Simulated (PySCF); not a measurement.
GeOF₂, SMILES [F][Ge]([F])=[O].

Coordinates come from a B3LYP-D3(BJ)/def2-SVP optimisation.

Two levels are set side by side: TDDFT-PBE/def2-SVPD (PySCF) and ADC(2)/aug-cc-pVDZ (PySCF). Vertical, same geometry; the bases differ. Differences are taken from unrounded values.

```json
[
 {"quantity": "lowest singlet excitation (eV)", "ADC(2)": "4.17", "TDDFT-PBE": "3.88", "TDDFT-PBE minus ADC(2)": "-0.29"}
]
```

Functionals without exact exchange tend to place singlet excitations lower, as here. Differences between two approximate levels are no errors against the true value.

Rough cost on one machine, each run with all the roots and properties that it gave: ADC(2) against TDDFT-PBE about 40 times.
